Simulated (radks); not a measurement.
Spherical quantum dot in the effective-mass picture: electrons in a hard-walled sphere of radius 1.87, with a point charge +2 (a donor) at the centre, all in effective atomic units (hartree* = m*/eps^2 hartree, bohr* = eps/m* bohr), one dielectric constant everywhere. Calculated with a radial shooting solver with Libxc functionals: non-relativistic Kohn-Sham, r2SCAN, spin-polarised, spherical densities, generalised Kohn-Sham scheme. Levels are named by radial order and angular momentum (1s, 1p, 1d, 2s, ...), and open shells are averaged over m. Results are scaled to m* = 0.324 and eps = 5.1, for which hartree* = 339 meV and bohr* = 0.833 nm.

N = 17, configuration 1s2 1p6 1d(up 5, down 3) 2s(up 1, down 0). This is the lowest configuration that the search found. Occupied and some empty levels:

level,occupation,eigenvalue (meV),<r> (nm)
1s up,1,3896.9,0.7778
1s down,1,3948.7,0.8028
1p up,3,4391.8,0.9874
1p down,3,4423.4,0.9855
1d up,5,4953.3,1.058
2s up,1,4975.1,0.7168
1d down,3,4991.4,1.057
2s down,0,5101.4,0.7103
1f up,0,5657.7,1.105
1f down,0,5702.7,1.104
2p up,0,6330.7,0.7973
2p down,0,6388.7,0.8074
1g up,0,6501.7,1.141
1g down,0,6552.6,1.141

Energy (meV): total 43426.3, kinetic 22373, external -11529, Hartree 37293, exchange-correlation -4710.5.

Electron density:

r (nm),n(r) (e/nm^3)
0.0407,8.056
0.157,4.613
0.274,2.742
0.390,1.832
0.507,1.511
0.624,1.551
0.740,1.765
0.856,1.983
0.973,2.042
1.09,1.822
1.21,1.316
1.32,0.6831
1.44,0.1803
1.56,0.0001856
